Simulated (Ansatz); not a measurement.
H₅NSiTe, SMILES `N[SiH2][TeH]` at its PBE0-D4/def2-TZVP geometry, where that method's forces vanish. Total charge 0; spin multiplicity 1. Te: def2 effective core potential.

```tsv
atom	x (Å)	y (Å)	z (Å)
N1	0.234	-1.372	0.156
Si2	-0.336	0.061	-0.591
Te3	0.746	2.236	0.051
H4	1.206	-1.623	0.070
H5	-0.111	-1.605	1.075
H6	-1.786	0.144	-0.295
H7	-0.070	-0.002	-2.049
H8	0.116	2.160	1.583
```

Task: For each bond, give half the difference of the two atoms' forces along it (eV/Å; positive pushes the atoms apart) under PBE-D4, r2SCAN-D4, B3LYP-D4, ωB97M-V in def2-TZVPP. (Estimate.)

Result: Ansatz gave: 
```tsv
bond	length (Å)	PBE-D4	r2SCAN-D4	B3LYP-D4	ωB97M-V
N1–Si2	1.714	0.11	0.02	0.09	0.11
N1–H4	1.008	0.20	0.02	-0.02	-0.03
N1–H5	1.008	0.20	0.02	-0.01	-0.02
Si2–Te3	2.513	0.06	0.07	0.18	-0.05
Si2–H6	1.482	0.05	-0.03	-0.13	-0.14
Si2–H7	1.483	0.07	-0.02	-0.12	-0.15
Te3–H8	1.658	0.26	0.03	0.08	-0.13
```

B3LYP here is the variant with VWN-RPA as its local correlation; programs differ in this.
